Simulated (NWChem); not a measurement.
Molecule: ZrH₄; SMILES [ZrH4]

```xyz
5

Zr     0.0000     0.0000     0.0000
H      1.5056    -1.0486     0.1844
H     -1.4813    -1.0803    -0.1977
H      0.1788     1.0760    -1.4869
H     -0.2031     1.0530     1.5002
```
Atoms are numbered in this order, from 1.

Program: NWChem. The geometry was optimised at PBE0/def2-SVP. def2 effective core potentials on Zr; no spin-orbit coupling. Vertical excitations in the gas phase; the lowest state need not have the same character in each row.

```csv
level,"lowest excitation, singlet (eV)",oscillator strength of that lowest state,lowest triplet (eV),orbital gap (eV)
"PBE/def2-SVPD, full TDDFT",3.67,0.000,3.34,3.71
"B3LYP/def2-SVPD, full TDDFT",?,0.000,3.63,?
"CAM-B3LYP/def2-SVPD, full TDDFT",4.12,0.000,3.76,8.68
"PBE0/def2-SVPD, full TDDFT",4.01,0.000,3.63,6.09
```

**Question.** Fill in the missing entries.

**Answer.** 
- B3LYP/def2-SVPD, full TDDFT, lowest excitation, singlet (eV): 3.94
- B3LYP/def2-SVPD, full TDDFT, orbital gap (eV): 5.61
